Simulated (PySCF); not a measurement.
Input for PySCF: R-B3LYP/3-21G on H4InNO (SMILES [NH2][InH][OH]), a point of a torsion scan.

```python
from pyscf import gto, scf, dft, mp
from pyscf.data.elements import chemcore

mol = gto.M(
    atom='''
    N     1.43012418   -0.70460512    0.08783246
    In   -0.24980496    0.43639935    0.40532007
    O     0.19630781    1.93149508    1.57932736
    H     1.96244979   -0.57830226    0.94913318
    H     1.99038991   -0.26661533   -0.64106175
    H    -1.85182940    0.24583880   -0.13616742
    H    -0.46632697    2.56183188    1.85263729
    ''',
    basis='3-21g',
    charge=0, spin=0, verbose=3, max_memory=1800)
mf = dft.RKS(mol, xc='b3lyp')
mf.conv_tol = 1e-8
mf.max_cycle = 100
mf.kernel()
if not mf.converged:
    mf = mf.newton().run(mf.mo_coeff, mf.mo_occ)
```

Q: Give the final energy of this run.

A: -5848.8837 hartree.
